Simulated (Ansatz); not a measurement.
One geometry of Hg₂S₃, several levels of theory.

```yaml
crystal:
  periodic: [false, false, false]
  atoms:
    - {symbol: Hg, position_ang: [-1.220093, 0.983848, 0.260244]}
    - {symbol: Hg, position_ang: [0.389188, -1.512089, 0.290200]}
    - {symbol: S, position_ang: [-1.862833, -1.186539, 1.232102]}
    - {symbol: S, position_ang: [0.658249, 1.521145, -1.293284]}
    - {symbol: S, position_ang: [2.035488, 0.193635, -0.489263]}
basis:
  gaussian: {orbitals: def2-SVP, initial_orbitals: start.molden}
correlation: {method: ccsd_t}
scf: {omitted_lower_state_checks: [starts]}
output: {orbitals: {seedname: orbitals}}
```

The file start.molden holds the orbitals of an earlier run on this structure, at another level or in another basis.

```sh
$ ansatz run in.yaml --threads 4 --pin off --events-out ev --progress --plain --max-ram 4787MiB
```

Shortened log:

```
Functional definition: HF
1128 factors; integrals over basis functions are off by at most 9.7e-4 eV
mean field evaluation 1: about -40739.2067 eV, gradient 2.7e1 eV
mean field evaluation 2: about -40740.9479 eV, gradient 1.6e0 eV
mean field evaluation 4: about -40741.8977 eV, gradient 2.5e0 eV
mean field evaluation 8: about -40741.9303 eV, gradient 1.2e-3 eV
mean field evaluation 16: about -40729.5334 eV, gradient 4.0e1 eV
mean field evaluation 32: about -40734.0767 eV, gradient 2.3e-1 eV
mean field evaluation 64: about -40734.8045 eV, gradient 9.4e-1 eV
mean field -40741.93030900 eV, -1497.2383229835 hartree, gradient 1.6e-6 eV, S^2 0.000000; 0 other end points of the search recorded, 0 dependent functions left out
15 core orbitals not correlated: weight in the atoms' cores, before any rotation towards them, 1.000 or more for the frozen orbitals, at most 0.000 for the correlated occupied ones
reference -40741.93030900 eV, -1497.2383229835 hartree; 29, 29 occupied and 74, 74 virtual orbitals, 1128 factors
second order -30.61507099 eV of doubles, -0.00000000 eV of singles
cycle   1  -28.61973609 eV  change     2.0e0 eV  update   2.3e-1
cycle   2  -29.77957426 eV  change    -1.2e0 eV  update   7.4e-2
cycle   3  -30.04418321 eV  change   -2.6e-1 eV  update   6.0e-2
cycle   4  -30.01538095 eV  change    2.9e-2 eV  update   2.8e-2
cycle   5  -29.99782692 eV  change    1.8e-2 eV  update   1.8e-2
cycle   6  -30.01847290 eV  change   -2.1e-2 eV  update   1.1e-2
cycle   7  -30.02684020 eV  change   -8.4e-3 eV  update   6.9e-3
cycle   8  -30.02291246 eV  change    3.9e-3 eV  update   3.2e-3
cycle   9  -30.02449914 eV  change   -1.6e-3 eV  update   1.6e-3
cycle  10  -30.02540951 eV  change   -9.1e-4 eV  update   7.2e-4
cycle  11  -30.02424811 eV  change    1.2e-3 eV  update   3.9e-4
cycle  12  -30.02491995 eV  change   -6.7e-4 eV  update   1.7e-4
cycle  13  -30.02492979 eV  change   -9.8e-6 eV  update   6.6e-5
cycle  14  -30.02503020 eV  change   -1.0e-4 eV  update   3.3e-5
cycle  15  -30.02505087 eV  change   -2.1e-5 eV  update   1.5e-5
perturbative correction -1.15052784 eV, -0.0422811184 hartree
Total energy: -40773.10588771 eV, -1498.3840043697 hartree
Checks for a lower state left out: starts
```

Run time 28 s (4 threads of Arm Neoverse V1 on a shared host), peak host memory 0.77 GiB.

As the first input, with `gaussian: {orbitals: def2-TZVP, initial_orbitals: start.molden}`, `hamiltonian: {xc: pbe}`, `correlation: {method: rpa}` and without the key `output` (abridged; 7 s):

```
Functional definition: PBE
mean field -40850.05065302 eV, -1501.2116723395 hartree, gradient 4.9e-6 eV, S^2 0.000000
15 core orbitals not correlated: weight in the atoms' cores, before any rotation towards them, 1.000 or more for the frozen orbitals, at most 0.000 for the correlated occupied ones
Total energy: -40805.39659246 eV, -1499.5706658817 hartree
Checks for a lower state left out: starts
```

The first input with `gaussian: {orbitals: def2-TZVP, initial_orbitals: start.molden}`, `hamiltonian: {xc: pbe0, dispersion: d4}` and without the key `correlation` (abridged; 6.5 s):

```
Functional definition: PBE0
mean field -40850.02726087 eV, -1501.2108126939 hartree, gradient 1.2e-5 eV, S^2 0.000000
Total energy: -40850.30656027 eV, -1501.2210767577 hartree
Checks for a lower state left out: starts
```

First input, but with `gaussian: {orbitals: def2-TZVP, initial_orbitals: start.molden}`, `hamiltonian: {xc: r2scan, dispersion: d4}` and without the key `correlation` (abridged; 7.5 s):

```
Functional definition: r2SCAN
mean field -40863.23984111 eV, -1501.6963660621 hartree, gradient 3.0e-5 eV, S^2 0.000000
Total energy: -40863.30610374 eV, -1501.6988011688 hartree
Checks for a lower state left out: starts
```

First input, but with `hamiltonian: {xc: {text: "exchange = 0.85*pbe_x + 0.15*exact_x\ncorrelation = pbe_c"}}` and without the key `correlation` (abridged; 2.1 s):

```
Functional definition: unnamed
mean field -40837.90115661 eV, -1500.7651865819 hartree, gradient 1.7e-5 eV, S^2 0.000000
Total energy: -40837.90118508 eV, -1500.7651876280 hartree
Checks for a lower state left out: starts
```

As the first input, with `gaussian: {orbitals: def2-TZVP, initial_orbitals: start.molden}`, `correlation: {method: mp2}` (abridged; 3.6 s):

```
Functional definition: HF
mean field -40754.02692783 eV, -1497.6828655260 hartree, gradient 2.0e-6 eV, S^2 0.000000
15 core orbitals not correlated: weight in the atoms' cores, before any rotation towards them, 1.000 or more for the frozen orbitals, at most 0.000 for the correlated occupied ones
second order -38.41605679 eV of doubles, -0.00000000 eV of singles
Total energy: -40792.44298462 eV, -1499.0946295737 hartree
Checks for a lower state left out: starts
```

The first input with `hamiltonian: {xc: {text: "exchange = 0.90*pbe_x + 0.10*exact_x\ncorrelation = pbe_c"}}` and without the key `correlation` (abridged; 2.1 s):

```
Functional definition: unnamed
mean field -40837.89290080 eV, -1500.7648831866 hartree, gradient 1.7e-5 eV, S^2 0.000000
Total energy: -40837.89293089 eV, -1500.7648842921 hartree
Checks for a lower state left out: starts
```

Geometry: r2SCAN-D4/def2-SVP.

In the def2 sets Hg takes a core potential; there is no spin–orbit coupling. Correlated methods freeze 15 core orbitals; core or outer-core shells of Hg are correlated, in sets that lack core-valence functions. At CCSD(T)/def2-SVP T1 of the charge 0 singlet is large (up to 0.031), so the single-reference result is doubtful. The structure comes from a short search, and lower isomers may exist.
